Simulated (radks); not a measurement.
The numbers below are computed, except where a source is named.
Task: Hg28+, 52 electrons, occupied as [Kr] 4d10 5s2 5p4 (not the ground configuration). Level of theory: Dirac Kohn-Sham, PBE, spin-unpolarised, spherical densities, finite nucleus; open shells are shared between the two j in proportion to 2j + 1; Fermi nuclear charge, rms radius 5.4648 fm (a radial shooting solver on a logarithmic mesh with Libxc functionals).

Spin-orbit splittings of the eigenvalues, e(l+1/2) - e(l-1/2), with zeta = 2 splitting/(2l+1) and mean radii in bohr:

| shell | occ. | splitting (eV) | zeta (eV) | <r> j=l-1/2 | <r> j=l+1/2 |
|---|---|---|---|---|---|
| 2p | 6 | 1944 | 1296 | 0.05697 | 0.06565 |
| 3p | 6 | 434.2 | 289.5 | 0.1699 | 0.1854 |
| 3d | 10 | ? | ? | 0.1615 | 0.1662 |
| 4p | 6 | 123.7 | 82.44 | 0.3762 | 0.4027 |
| 4d | 10 | 25.17 | 10.07 | 0.3961 | 0.4037 |
| 5p | 4 | 42.96 | 28.64 | 0.7124 | 0.7508 |

Estimate the 3d splitting.

Result: 92.72 eV (zeta = 37.09 eV).
